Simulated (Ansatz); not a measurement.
`C=C(F)[SiH](O)O`, charge 0, multiplicity 1.

Question: Give a relaxed structure at PBE0-D4/def2-TZVP (Ansatz). (Best estimate.)

Answer: The calculation gave: 
Z-matrix (Å, degrees):
```
Si
O 1 1.632
C 1 1.880 2 110.4
O 1 1.638 2 111.2 3 -118.4
H 1 1.476 2 105.1 3 120.5
H 2 0.959 1 117.5 3 68.3
F 3 1.363 1 113.5 2 -159.9
C 3 1.322 1 127.5 2 19.4
H 4 0.959 1 117.0 2 140.6
H 8 1.082 3 119.1 1 0.9
H 8 1.084 3 122.1 1 -179.6
```
This is one stationary point; other conformers may exist.
